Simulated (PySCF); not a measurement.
# Worked example: chemical shift, span and skew from a shielding tensor

B(F)(SeH)2 (BFH2Se2), SMILES [SeH]B([SeH])F. Atoms are numbered in the order given.

```xyz
6

B      0.6436    -0.0026     0.0000
F      1.9716     0.0084     0.0000
Se    -0.3350    -1.6950     0.0000
H      0.8878    -2.5221     0.0000
Se    -0.2600     1.7331     0.0000
H     -1.6204     1.1637     0.0000
```
Charge 0, spin multiplicity 1.

Geometry: B3LYP-D3(BJ)/def2-SVP. The structure was generated by enumeration, and PubChem lists no compound with its InChIKey, so it may never have been made. One conformer was computed; it need not be the lowest.

GIAO shieldings from PySCF with PBE/pcSseg-1, non-relativistic, no solvent. The symmetric part of the tensor of F2 has the principal values 39.1, 64.3, 400.7 ppm. The same nucleus in CFCl3 has σ = 133.6 ppm at this level (PySCF, at its B3LYP-D3(BJ)/def2-TZVP geometry).

Task: Work out the isotropic shielding, the ¹⁹F shift against CFCl3, the span and the skew.

Result: 
σ(iso) = (σ11 + σ22 + σ33)/3 = 168.0 ppm. δ = σ(ref) − σ(iso) = 133.6 − (168.0) = -34.4 ppm.
Span Ω = σ33 − σ11 = 361.6 ppm. Skew κ = 3(σ(iso) − σ22)/Ω = 0.86. Tumbling in solution averages the tensor to δ; in a static solid the shielding alone would spread this spin-1/2 line over Ω.
